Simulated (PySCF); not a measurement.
Compound: C₃H₁₂AsGa.
Numbering: `[CH3:1][CH2:2][CH2:3][GaH2-:4][AsH3+:5]` (hydrogens: H6, H7, H8 on C1; H9, H10 on C2; H11, H12 on C3; H13, H14 on Ga4; H15, H16, H17 on As5)

Level of theory: TDDFT CAM-B3LYP/def2-SVPD, vertical, gas phase, core orbitals frozen in the response in PySCF. One conformer (not necessarily the lowest) at the PBE0-D3(BJ)/def2-SVP geometry, without solvent, vibrations or thermal averaging. Relativistic effects, spin–orbit coupling among them, are left out although an element past zinc is present. Torsions of this conformer, `[CH3:1][CH2:2][CH2:3][GaH2-:4][AsH3+:5]`: C1–C2–C3–Ga4 -62°, C2–C3–Ga4–As5 82°.

Computed singlets:

```
state  E (eV)       f
   S1    6.01  0.0052
   S2    6.52  0.0037
   S3    6.61   0.035
   S4    6.77  0.0009
   S5    6.89   0.042
   S6    7.13   0.126
   S7    7.27   0.074
   S8    7.31   0.038
   S9    7.33   0.011
  S10    7.37   0.071
```

How much of the mean static polarisability do these states give, one by one?

Each state adds f / ΔE² (ΔE in hartree, 27.2114 eV).

```json
{"state": "S1", "f/ΔE² (au)": "0.11", "running sum (au)": "0.11", "running share of α (%)": "0.1"}
{"state": "S2", "f/ΔE² (au)": "0.06", "running sum (au)": "0.17", "running share of α (%)": "0.2"}
{"state": "S3", "f/ΔE² (au)": "0.60", "running sum (au)": "0.77", "running share of α (%)": "0.7"}
{"state": "S4", "f/ΔE² (au)": "0.01", "running sum (au)": "0.79", "running share of α (%)": "0.7"}
{"state": "S5", "f/ΔE² (au)": "0.66", "running sum (au)": "1.44", "running share of α (%)": "1.4"}
{"state": "S6", "f/ΔE² (au)": "1.84", "running sum (au)": "3.28", "running share of α (%)": "3.1"}
{"state": "S7", "f/ΔE² (au)": "1.03", "running sum (au)": "4.32", "running share of α (%)": "4.1"}
{"state": "S8", "f/ΔE² (au)": "0.53", "running sum (au)": "4.85", "running share of α (%)": "4.6"}
{"state": "S9", "f/ΔE² (au)": "0.15", "running sum (au)": "4.99", "running share of α (%)": "4.8"}
{"state": "S10", "f/ΔE² (au)": "0.97", "running sum (au)": "5.97", "running share of α (%)": "5.7"}
```

The full response gives 105.12 au (15.58 Å³), so 99.2 au comes from the higher roots of the same equations.

By how much does the contribution of these states grow at 1064 nm?

With ω = 0.0428 hartree each state's term in the mean polarisability goes from f / ΔE² to f / (ΔE² − ω²); the sum over all 10 states goes from 5.97 to 6.13 au, a rise of 0.17 au.

The largest single term belongs to S6, which also has the largest f.

The run took 2.9 min wall on Arm Neoverse V1, one thread, shared host.
